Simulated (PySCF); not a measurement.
Br₄Si, triplet, at the geometry of the source list (a higher spin typed on purpose: for a closed-shell molecule this is an excited state); DF-HF/3-21G in PySCF.

Here is a job for PySCF.
```python
from pyscf import gto, scf

mol = gto.M(
    atom='''
Br   -1.177800   -1.476000   -1.148100
Si   -0.000000   -0.000000    0.000000
Br   -1.104300    1.912000    0.092800
Br    1.947600    0.321700   -0.993500
Br    0.334400   -0.757700    2.048900
''',
    basis='3-21g',
    charge=0,
    spin=2,
    verbose=4,
)

mf = scf.UHF(mol)
mf = mf.density_fit(auxbasis='def2-universal-jkfit')
mf.kernel()
mf.analyze()
```

What the program printed (banner, timings and long lists left out):

```
PySCF version 2.14.0

[INPUT] verbose = 4
[INPUT] num. atoms = 5
[INPUT] num. electrons = 154
[INPUT] charge = 0
[INPUT] spin (= nelec alpha-beta = 2S) = 2
[INPUT] symmetry False subgroup None
[INPUT] Mole.unit = angstrom
[INPUT] Symbol           X                Y                Z      unit          X                Y                Z       unit  Magmom
[...]
nuclear repulsion = 1547.09134933743
number of shells = 47
number of NR pGTOs = 243
number of NR cGTOs = 101
basis = 3-21g
ecp = {}

******** <class 'pyscf.df.df_jk.DFUHF'> ********
method = DFUHF
initial guess = minao
damping factor = 0
level_shift factor = 0
DIIS = <class 'pyscf.scf.diis.CDIIS'>
diis_start_cycle = 1
diis_space = 8
diis_damp = 0
SCF conv_tol = 1e-09
SCF conv_tol_grad = None
SCF max_cycles = 50
direct_scf = False
number electrons alpha = 78  beta = 76
Set gradient conv threshold to 3.16228e-05
******** <class 'pyscf.df.df.DF'> ********
auxbasis = def2-universal-jkfit
init E= -10517.2224086057

cycle= 1 E= -10527.3996327653  delta_E= -10.2  |g|= 0.29  |ddm|= 3.97
cycle= 2 E= -10527.4552036746  delta_E= -0.0556  |g|= 0.103  |ddm|=  1.4

cycle= 3 E= -10527.4645297506  delta_E= -0.00933  |g|= 0.0235  |ddm|= 0.267

cycle= 4 E= -10527.4669104103  delta_E= -0.00238  |g|= 0.0181  |ddm|= 0.18

cycle= 5 E= -10527.4696632816  delta_E= -0.00275  |g|= 0.0199  |ddm|= 0.172

cycle= 6 E= -10527.4673827806  delta_E= 0.00228  |g|= 0.0185  |ddm|= 0.139

cycle= 7 E= -10527.4626387858  delta_E= 0.00474  |g|= 0.0108  |ddm|= 0.432

cycle= 8 E= -10527.4630145786  delta_E= -0.000376  |g|= 0.0112  |ddm|= 0.0949

cycle= 9 E= -10527.4634393489  delta_E= -0.000425  |g|= 0.0115  |ddm|= 0.0526

cycle= 10 E= -10527.4630879539  delta_E= 0.000351  |g|= 0.0109  |ddm|= 0.0417

cycle= 11 E= -10527.4618201257  delta_E= 0.00127  |g|= 0.00789  |ddm|= 0.185

cycle= 12 E= -10527.4620525891  delta_E= -0.000232  |g|= 0.00921  |ddm|= 0.0742

cycle= 13 E= -10527.4616664795  delta_E= 0.000386  |g|= 0.00855  |ddm|= 0.0596

cycle= 14 E= -10527.4606677336  delta_E= 0.000999  |g|= 0.00496  |ddm|= 0.282

cycle= 15 E= -10527.4607890964  delta_E= -0.000121  |g|= 0.00331  |ddm|= 0.0872

cycle= 16 E= -10527.4608291791  delta_E= -4.01e-05  |g|= 0.00292  |ddm|= 0.0361

cycle= 17 E= -10527.460913699  delta_E= -8.45e-05  |g|= 0.00295  |ddm|= 0.046

cycle= 18 E= -10527.4609211525  delta_E= -7.45e-06  |g|= 0.00292  |ddm|= 0.00602

cycle= 19 E= -10527.4609012275  delta_E= 1.99e-05  |g|= 0.00288  |ddm|= 0.0142

cycle= 20 E= -10527.4608648383  delta_E= 3.64e-05  |g|= 0.0026  |ddm|= 0.0148

cycle= 21 E= -10527.4608286221  delta_E= 3.62e-05  |g|= 0.0027  |ddm|= 0.0463

cycle= 22 E= -10527.4607839753  delta_E= 4.46e-05  |g|= 0.00218  |ddm|= 0.0228

cycle= 23 E= -10527.4607315882  delta_E= 5.24e-05  |g|= 0.00162  |ddm|= 0.0382

cycle= 24 E= -10527.4607234523  delta_E= 8.14e-06  |g|= 0.00146  |ddm|= 0.0165

cycle= 25 E= -10527.4607409985  delta_E= -1.75e-05  |g|= 0.00141  |ddm|= 0.0115

cycle= 26 E= -10527.4607682004  delta_E= -2.72e-05  |g|= 0.00133  |ddm|= 0.0146

cycle= 27 E= -10527.4608419654  delta_E= -7.38e-05  |g|= 0.00119  |ddm|= 0.0435

cycle= 28 E= -10527.460879117  delta_E= -3.72e-05  |g|= 0.00102  |ddm|= 0.03

cycle= 29 E= -10527.4609472471  delta_E= -6.81e-05  |g|= 0.000883  |ddm|= 0.0611

cycle= 30 E= -10527.4609645017  delta_E= -1.73e-05  |g|= 0.000763  |ddm|= 0.0209

cycle= 31 E= -10527.4609859605  delta_E= -2.15e-05  |g|= 0.000835  |ddm|= 0.0268

cycle= 32 E= -10527.4609949157  delta_E= -8.96e-06  |g|= 0.000681  |ddm|= 0.0101

cycle= 33 E= -10527.4610087634  delta_E= -1.38e-05  |g|= 0.00069  |ddm|= 0.0154

cycle= 34 E= -10527.4610075144  delta_E= 1.25e-06  |g|= 0.000682  |ddm|= 0.00157

cycle= 35 E= -10527.4610063257  delta_E= 1.19e-06  |g|= 0.000671  |ddm|= 0.00172

cycle= 36 E= -10527.4610080481  delta_E= -1.72e-06  |g|= 0.000665  |ddm|= 0.00377

cycle= 37 E= -10527.461010185  delta_E= -2.14e-06  |g|= 0.000643  |ddm|= 0.00457

[...]
SCF not converged.
Total Energy =                      -10527.461027209224994
[...]
spin_pop of  0 Br 4py       0.11963
spin_pop of  0 Br 4pz       0.20810
spin_pop of  0 Br 5px       0.00020
spin_pop of  0 Br 5py       0.00047
spin_pop of  0 Br 5pz      -0.00033
spin_pop of  0 Br 3dxy      0.00001
spin_pop of  0 Br 3dyz      0.00001
spin_pop of  0 Br 3dz^2    -0.00000
spin_pop of  0 Br 3dxz      0.00000
spin_pop of  0 Br 3dx2-y2   -0.00000
spin_pop of  1 Si 1s        0.00000
spin_pop of  1 Si 2s        0.00000
spin_pop of  1 Si 3s        0.48214
spin_pop of  1 Si 4s        0.00324
spin_pop of  1 Si 2px      -0.00003
spin_pop of  1 Si 2py      -0.00003
spin_pop of  1 Si 2pz      -0.00003
spin_pop of  1 Si 3px      -0.03693
spin_pop of  1 Si 3py      -0.05304
spin_pop of  1 Si 3pz      -0.05217
spin_pop of  1 Si 4px      -0.00069
spin_pop of  1 Si 4py      -0.00356
spin_pop of  1 Si 4pz      -0.00314
spin_pop of  2 Br 1s        0.00000
spin_pop of  2 Br 2s        0.00000
spin_pop of  2 Br 3s        0.00016
spin_pop of  2 Br 4s        0.01100
spin_pop of  2 Br 5s        0.00058
spin_pop of  2 Br 2px       0.00000
spin_pop of  2 Br 2py       0.00000
spin_pop of  2 Br 2pz       0.00000
spin_pop of  2 Br 3px       0.00002
spin_pop of  2 Br 3py       0.00003
spin_pop of  2 Br 3pz       0.00006
spin_pop of  2 Br 4px       0.06415
spin_pop of  2 Br 4py       0.11155
spin_pop of  2 Br 4pz       0.22455
spin_pop of  2 Br 5px       0.00015
spin_pop of  2 Br 5py       0.00097
spin_pop of  2 Br 5pz      -0.00092
spin_pop of  2 Br 3dxy      0.00001
spin_pop of  2 Br 3dyz     -0.00000
spin_pop of  2 Br 3dz^2     0.00000
spin_pop of  2 Br 3dxz     -0.00000
spin_pop of  2 Br 3dx2-y2    0.00000
spin_pop of  3 Br 1s        0.00000
spin_pop of  3 Br 2s        0.00000
spin_pop of  3 Br 3s        0.00017
spin_pop of  3 Br 4s        0.01157
spin_pop of  3 Br 5s        0.00070
spin_pop of  3 Br 2px       0.00000
spin_pop of  3 Br 2py       0.00000
spin_pop of  3 Br 2pz       0.00000
spin_pop of  3 Br 3px       0.00003
spin_pop of  3 Br 3py       0.00007
spin_pop of  3 Br 3pz       0.00001
spin_pop of  3 Br 4px       0.10641
spin_pop of  3 Br 4py       0.26469
spin_pop of  3 Br 4pz       0.03937
spin_pop of  3 Br 5px       0.00115
spin_pop of  3 Br 5py      -0.00092
spin_pop of  3 Br 5pz       0.00013
spin_pop of  3 Br 3dxy     -0.00000
spin_pop of  3 Br 3dyz     -0.00000
spin_pop of  3 Br 3dz^2    -0.00000
spin_pop of  3 Br 3dxz      0.00001
spin_pop of  3 Br 3dx2-y2    0.00001
spin_pop of  4 Br 1s        0.00000
spin_pop of  4 Br 2s        0.00000
spin_pop of  4 Br 3s        0.00017
spin_pop of  4 Br 4s        0.01104
spin_pop of  4 Br 5s        0.00058
spin_pop of  4 Br 2px       0.00000
spin_pop of  4 Br 2py       0.00000
spin_pop of  4 Br 2pz       0.00000
spin_pop of  4 Br 3px       0.00000
spin_pop of  4 Br 3py       0.00006
spin_pop of  4 Br 3pz       0.00004
spin_pop of  4 Br 4px       0.00334
spin_pop of  4 Br 4py       0.23153
spin_pop of  4 Br 4pz       0.16620
spin_pop of  4 Br 5px      -0.00014
spin_pop of  4 Br 5py      -0.00078
spin_pop of  4 Br 5pz       0.00111
spin_pop of  4 Br 3dxy     -0.00000
spin_pop of  4 Br 3dyz      0.00000
spin_pop of  4 Br 3dz^2     0.00001
spin_pop of  4 Br 3dxz     -0.00000
spin_pop of  4 Br 3dx2-y2   -0.00000
 ** Mulliken Spin Density (per atom)  **
spin density of  0 Br =      0.41532
spin density of  1 Si =      0.33579
spin density of  2 Br =      0.41231
spin density of  3 Br =      0.42340
spin density of  4 Br =      0.41318
 ** Mulliken pop alpha/beta on meta-lowdin orthogonal AOs **
 ** Mulliken pop       alpha | beta **
In total            78.00000 | 76.00000
 ** Mulliken atomic charges   ( Nelec_alpha | Nelec_beta ) **
charge of  0Br =     -0.11816  (    17.76674     17.35142 )
charge of  1Si =      0.46902  (     6.93338      6.59759 )
charge of  2Br =     -0.11862  (    17.76546     17.35315 )
charge of  3Br =     -0.11385  (    17.76863     17.34523 )
charge of  4Br =     -0.11839  (    17.76579     17.35261 )
Dipole moment(X, Y, Z, Debye):  0.00335,  0.03984,  0.06405
```

Convergence was not reached.
